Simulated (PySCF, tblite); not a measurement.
Isomers of C5H11NSi, one GFN2-xTB conformer each. Single-point energies are computed at PBE0/pcSseg-1 (PySCF, gas phase, no added dispersion term), electronic only.

```
                       SMILES  GFN2-xTB relative energy (kcal/mol)
         C=C[C@@H]1CC[SiH2]N1                                  0.0
    C=N[C@@H]1C[SiH2][C@@H]1C                                 30.6
          C=C1CC[C@H]1N[SiH3]                                  4.8
              CC(C)[SiH2]CC#N                                 21.5
           C=C([SiH3])/C=N\CC                                 31.8
         C=C[C@@H]1CN[SiH2]C1                                  1.2
[H]/N=C\[C@@H]1C[SiH2][C@H]1C                                 30.3
            CC(C)([SiH3])CC#N                                 16.6
              CC#CCN(C)[SiH3]                                 17.2
         [H]/N=C/[SiH2]C1CCC1                                 40.1
```

Conformers: `[CH2:1]=[CH:2][C@@H:3]1[CH2:4][CH2:5][SiH2:6][NH:7]1` with C1–C2–C3–C4 -117°, C2–C3–C4–C5 -80°, C3–C4–C5–Si6 -34°, C4–C5–Si6–N7 14°, C5–Si6–N7–C3 10°; `[CH2:1]=[N:2][C@@H:3]1[CH2:4][SiH2:5][C@@H:6]1[CH3:7]` with C1–N2–C3–C4 -126°, N2–C3–C4–Si5 -92°, C3–C4–Si5–C6 -18°, C4–Si5–C6–C7 139°, N2–C3–C6–Si5 90°; `[CH2:1]=[C:2]1[CH2:3][CH2:4][C@H:5]1[NH:6][SiH3:7]` with C4–C5–N6–Si7 -157°, C1–C2–C3–C4 166°, C2–C3–C4–C5 8°, C3–C4–C5–N6 -129°, C1–C2–C5–C4 -166°; `[CH3:1][CH:2]([CH3:3])[SiH2:4][CH2:5][C:6]#[N:7]` with C1–C2–Si4–C5 53°, C2–Si4–C5–C6 48°; `[CH2:1]=[C:2]([SiH3:3])/[CH:4]=[N:5]\[CH2:6][CH3:7]` with C1–C2–C4–N5 63°, C4–N5–C6–C7 131°; `[CH2:1]=[CH:2][C@@H:3]1[CH2:4][NH:5][SiH2:6][CH2:7]1` with C1–C2–C3–C4 -123°, C2–C3–C4–N5 -165°, C3–C4–N5–Si6 31°, C4–N5–Si6–C7 -8°, N5–Si6–C7–C3 -17°; `[H]/[N:7]=[CH:6]\[C@H:5]1[C@H:2]([CH3:1])[SiH2:3][CH2:4]1` with C4–C5–C6–N7 -134°, C1–C2–Si3–C4 -131°, C2–Si3–C4–C5 11°, Si3–C4–C5–C6 -134°, C1–C2–C5–C4 139°; `[CH3:1][C:2]([CH3:3])([SiH3:4])[CH2:5][C:6]#[N:7]` with C1–C2–C5–C6 -178°; `[CH3:1][C:2]#[C:3][CH2:4][N:5]([CH3:6])[SiH3:7]` with C3–C4–N5–C6 71°; `[H]/[N:1]=[CH:2]/[SiH2:3][CH:4]1[CH2:5][CH2:6][CH2:7]1` with N1–C2–Si3–C4 1°, C2–Si3–C4–C5 176°, Si3–C4–C5–C6 -105°, C4–C5–C6–C7 -12°, C5–C6–C7–C4 12°, Si3–C4–C7–C6 105°.

Question: What does PBE0/pcSseg-1 give for the same structures?

Answer: 
```json
{"SMILES": "C=C[C@@H]1CC[SiH2]N1", "PBE0/pcSseg-1 E (Eh)": "-540.92181", "PBE0/pcSseg-1 (kcal/mol)": "0.0", "GFN2-xTB (kcal/mol)": "0.0", "point group": "C1"}
{"SMILES": "C=C[C@@H]1CN[SiH2]C1", "PBE0/pcSseg-1 E (Eh)": "-540.92069", "PBE0/pcSseg-1 (kcal/mol)": "0.7", "GFN2-xTB (kcal/mol)": "1.2", "point group": "C1"}
{"SMILES": "CC(C)[SiH2]CC#N", "PBE0/pcSseg-1 E (Eh)": "-540.92002", "PBE0/pcSseg-1 (kcal/mol)": "1.1", "GFN2-xTB (kcal/mol)": "21.5", "point group": "C1"}
{"SMILES": "CC(C)([SiH3])CC#N", "PBE0/pcSseg-1 E (Eh)": "-540.90414", "PBE0/pcSseg-1 (kcal/mol)": "11.1", "GFN2-xTB (kcal/mol)": "16.6", "point group": "C1"}
{"SMILES": "[H]/N=C\\[C@@H]1C[SiH2][C@H]1C", "PBE0/pcSseg-1 E (Eh)": "-540.88460", "PBE0/pcSseg-1 (kcal/mol)": "23.3", "GFN2-xTB (kcal/mol)": "30.3", "point group": "C1"}
{"SMILES": "C=C1CC[C@H]1N[SiH3]", "PBE0/pcSseg-1 E (Eh)": "-540.88264", "PBE0/pcSseg-1 (kcal/mol)": "24.6", "GFN2-xTB (kcal/mol)": "4.8", "point group": "C1"}
{"SMILES": "C=N[C@@H]1C[SiH2][C@@H]1C", "PBE0/pcSseg-1 E (Eh)": "-540.87666", "PBE0/pcSseg-1 (kcal/mol)": "28.3", "GFN2-xTB (kcal/mol)": "30.6", "point group": "C1"}
{"SMILES": "[H]/N=C/[SiH2]C1CCC1", "PBE0/pcSseg-1 E (Eh)": "-540.86902", "PBE0/pcSseg-1 (kcal/mol)": "33.1", "GFN2-xTB (kcal/mol)": "40.1", "point group": "C1"}
{"SMILES": "C=C([SiH3])/C=N\\CC", "PBE0/pcSseg-1 E (Eh)": "-540.86681", "PBE0/pcSseg-1 (kcal/mol)": "34.5", "GFN2-xTB (kcal/mol)": "31.8", "point group": "C1"}
{"SMILES": "CC#CCN(C)[SiH3]", "PBE0/pcSseg-1 E (Eh)": "-540.85662", "PBE0/pcSseg-1 (kcal/mol)": "40.9", "GFN2-xTB (kcal/mol)": "17.2", "point group": "C1"}
```

Both levels put the same isomer lowest; measured from each level's own lowest isomer, the values differ by up to 23.7 kcal/mol (CC#CCN(C)[SiH3]: 17.2 against 40.9). As drawn, the lowest has an N–H bond, an Si–C bond and a C=C bond outside aromatic rings, which the highest lacks; the highest has a C≡C bond, which the lowest lacks. Neighbours under 2.5 kcal/mol apart (C=C[C@@H]1CC[SiH2]N1 and C=C[C@@H]1CN[SiH2]C1; C=C[C@@H]1CN[SiH2]C1 and CC(C)[SiH2]CC#N; [H]/N=C\[C@@H]1C[SiH2][C@H]1C and C=C1CC[C@H]1N[SiH3]; [H]/N=C/[SiH2]C1CCC1 and C=C([SiH3])/C=N\CC) can change places with a better method, another conformer or zero-point energy.

Question: Which frontier levels, dipoles and rotational constants go with these structures?

Answer: 
```csv
SMILES,"HOMO (eV, PBE0/pcSseg-1)",LUMO (eV),dipole (D),"A, B, C (MHz)"
C=C[C@@H]1CC[SiH2]N1,-6.60,0.31,0.48,"4149, 1525, 1338"
C=C[C@@H]1CN[SiH2]C1,-6.54,0.37,0.73,"5188, 1319, 1132"
CC(C)[SiH2]CC#N,-8.41,0.55,3.74,"3228, 1303, 1125"
CC(C)([SiH3])CC#N,-8.49,0.31,3.95,"2759, 1659, 1366"
[H]/N=C\[C@@H]1C[SiH2][C@H]1C,-7.04,-0.35,2.50,"3408, 1556, 1168"
C=C1CC[C@H]1N[SiH3],-6.61,0.03,0.98,"4067, 1349, 1076"
C=N[C@@H]1C[SiH2][C@@H]1C,-7.15,-0.21,1.34,"3166, 1869, 1397"
[H]/N=C/[SiH2]C1CCC1,-6.97,-0.55,0.97,"4338, 1306, 1130"
C=C([SiH3])/C=N\CC,-6.91,-0.93,1.83,"3585, 1128, 1033"
CC#CCN(C)[SiH3],-6.45,0.67,1.16,"3606, 1065, 978.1"
```

Question: What happens when harmonic zero-point energies from GFN2-xTB frequencies are added?

Answer: 
```csv
SMILES,ZPE (kcal/mol),electronic (kcal/mol),with ZPE (kcal/mol)
C=C[C@@H]1CC[SiH2]N1,92.3,0.0,0.3
C=C[C@@H]1CN[SiH2]C1,92.2,0.7,0.9
CC(C)[SiH2]CC#N,90.8,1.1,0.0
CC(C)([SiH3])CC#N,89.6,11.1,8.7
[H]/N=C\[C@@H]1C[SiH2][C@H]1C,91.8,23.3,23.2
C=C1CC[C@H]1N[SiH3],90.1,24.6,22.7
C=N[C@@H]1C[SiH2][C@@H]1C,91.1,28.3,27.4
[H]/N=C/[SiH2]C1CCC1,91.6,33.1,32.7
C=C([SiH3])/C=N\CC,88.5,34.5,31.1
CC#CCN(C)[SiH3],88.6,40.9,37.5
```

The zero-point energies span 3.8 kcal/mol. CC(C)[SiH2]CC#N becomes the lowest.
